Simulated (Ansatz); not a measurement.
Reaction (formal exchange of groups at the As–Si bond): `O[SiH2][AsH2]` + `C[SiH3]` → `C[SiH2][AsH2]` + silanol

Isolated molecules relaxed with PBE0-D4/def2-TZVP in Ansatz; ΔE leaves out vibrations. CBS: MP2 limit from def2 TZ/QZ plus the TZ coupled-cluster correction, frozen cores. This one scheme is used for every species. For As outer-core shells are correlated without core-valence functions, which leaves a few kJ/mol of doubt a bond. Scalar relativity is left out up to krypton. One conformer a species, not always the lowest.

`O[SiH2][AsH2]`:

Cartesian coordinates in Å:
```
O -1.462 -0.768 -0.739
Si -0.337 0.357 -0.302
As 0.742 -0.543 1.586
H -1.948 -0.621 -1.551
H 0.586 0.642 -1.436
H -0.974 1.645 0.096
H 1.694 0.647 1.618
H 1.700 -1.358 0.728
```

`C[SiH3]`:

```xyz
8

C     0.075   -0.831    0.528
Si   -0.067    0.744   -0.472
H     0.920   -1.433    0.185
H    -0.831   -1.433    0.434
H     0.225   -0.606    1.586
H     1.170    1.561   -0.345
H    -1.217    1.563   -0.002
H    -0.274    0.435   -1.913
```

`C[SiH2][AsH2]`:

Z-matrix (Å, degrees):
```
C
Si 1 1.872
H 1 1.092 2 110.8
H 1 1.093 2 110.6 3 119.9
H 1 1.092 2 110.8 3 -120.1
As 2 2.369 1 109.4 3 62.6
H 2 1.489 1 110.4 3 179.9
H 2 1.488 1 110.3 3 -60.8
H 6 1.523 2 92.2 1 -74.6
H 6 1.522 2 92.5 1 -167.0
```

`O[SiH3]`:

Z-matrix (Å, degrees):
```
Si
O 1 1.648
H 1 1.489 2 111.7
H 1 1.489 2 111.7 3 120.9
H 1 1.481 2 105.9 3 -119.6
H 2 0.957 1 117.9 3 -60.5
```

| species | CCSD/CBS(def2) energy (Eh) |
| --- | --- |
| `O[SiH2][AsH2]` | -2602.28588 |
| `C[SiH3]` | -330.72785 |
| `C[SiH2][AsH2]` | -2566.33622 |
| `O[SiH3]` | -366.67836 |

Task: Work out ΔE.

Result: ΔE = (-2566.33622) + (-366.67836) − (-2602.28588) − (-330.72785) = -0.00085 Eh = -2.2 kJ/mol. CCSD(T)/CBS gives -2.4 kJ/mol.

Task: What do rigid-rotor, harmonic-oscillator terms from PBE0-D4/def2-TZVP frequencies (298.15 K, 1 bar) make of the CCSD(T)/CBS value? (An estimate is asked.)

Result: The calculation gave: ΔZPE = +0.7 kJ/mol, ΔH = -1.7 kJ/mol, ΔS = 8 J/(mol·K), ΔG = -4.1 kJ/mol.

Largest T1 diagnostic among the species: 0.011.

Leaving LDA and LC-ωPBE aside and taking each functional with its dispersion term where it has one, the values, not all of them listed here, spread over 3.1 kJ/mol, from PBE-QIDH to B97M-V.
